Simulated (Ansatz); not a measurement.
`B[NH][AlH][SiH](F)Cl` + H₂ → `F[SiH2]Cl` + `B[NH][AlH2]` at 400 K and 1 bar (hydrogenolysis of the Si–Al bond).

Isolated molecules relaxed with PBE0-D4/def2-TZVP in Ansatz; ΔE leaves out vibrations. CCSD(T)/CBS is the MP2 limit (def2-TZVPP, def2-QZVPP) plus CCSD(T) − MP2 in def2-TZVPP, frozen cores. This one scheme is used for every species. One conformer a species, not always the lowest.

| species | CCSD(T)/CBS energy (Eh) | H − E (kJ/mol) | S (J/(mol·K)) |
| --- | --- | --- | --- |
| `B[NH][AlH][SiH](F)Cl` | -1173.34304 | 197.6 | 451.0 |
| H₂ | -1.17544 | 38.0 | 139.0 |
| `F[SiH2]Cl` | -849.96195 | 76.1 | 299.2 |
| `B[NH][AlH2]` | -324.56557 | 160.0 | 314.9 |

H − E and S are ideal-gas, rigid-rotor, harmonic terms from PBE0-D4/def2-TZVP, for one conformer and one mirror image of each species. For small species the MP2-based limit differs from directly extrapolated CCSD(T) by up to some mEh (0.8 for H₂); such offsets cancel only in part. 1 Eh = 2625.50 kJ/mol, R = 8.31446 J/(mol·K).

Q: By hand: ΔE, ΔH, ΔS and ΔG.

A: ΔE = (-849.96195) + (-324.56557) − (-1173.34304) − (-1.17544) = -0.00904 Eh = -23.7 kJ/mol. Δ(H − E) = 76.1 + 160.0 − 197.6 − 38.0 = 0.5, so ΔH = -23.2 kJ/mol. ΔS = 299.2 + 314.9 − 451.0 − 139.0 = 24.1 J/(mol·K). ΔG = -23.2 − 400 × (24.1)/1000 = -32.8 kJ/mol.

Q: By hand: the equilibrium constant, and the temperature at which ΔG would vanish if ΔH and ΔS stayed fixed.

A: log₁₀ K = −ΔG/(RT ln 10) = 4.3. ΔH and −TΔS have one sign here, so there is no such temperature.

TΔS isn't small against ΔH here. A doubt of 5 kJ/mol in ΔE shifts log₁₀ K by 0.7 here. Other conformers and mirror images would add mixing entropy, several J/(mol·K) or more a flexible species. Modes under 60 cm⁻¹, often nearly free rotors, make the harmonic entropy too high. These are equilibria of isolated gas molecules and say nothing of rates. Largest T1 diagnostic: 0.012 (customary marks: 0.02 for closed shells, 0.045 for open ones).
